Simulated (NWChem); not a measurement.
# HfO₂; SMILES [Hf](=[O])=[O]

```xyz
3

Hf     0.0000     0.0000     0.1923
O      1.4303     0.0000    -0.8653
O     -1.4303     0.0000    -0.8653
```
Atoms are numbered in this order, from 1.

Computed with NWChem. Geometry: optimised at PBE0/def2-SVP. Not confirmed as a minimum by frequencies. def2 effective core potentials on Hf; no spin-orbit coupling. Ions are spin-unrestricted doublets at the neutral geometry; other ion states weren't tried.

For level CAM-B3LYP/def2-SVP:

```yaml
"−ε(HOMO) (eV)": 7.98
```

Q: Estimate the same quantities for level PBE/def2-SVP.

A: The −ε(HOMO) (eV) comes out as 5.17.
